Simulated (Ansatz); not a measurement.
A structure relaxed at B3LYP-D4/def2-TZVP in Ansatz, charge 0, doublet:

```xyz
5

Al    1.865    0.815   -0.569
Al    0.158    1.647    1.073
Al   -0.705   -0.156   -0.451
Li    1.209   -0.745    1.710
Li   -2.526   -1.561   -1.763
```

Task: Give its formula.

Result: Li2Al3.

Task: Summarise the bond lengths by kind (pairs closer than 1.2 times the sum of covalent radii, bridged metal pairs left out).

Result: 4 × Al–Li 2.65 to 2.95 Å; 3 × Al–Al 2.51 to 2.75 Å.

Another isomer (quartet) lies 0.07 eV lower at PBE0-D4/def2-TZVP; other spin states weren't run for this one.
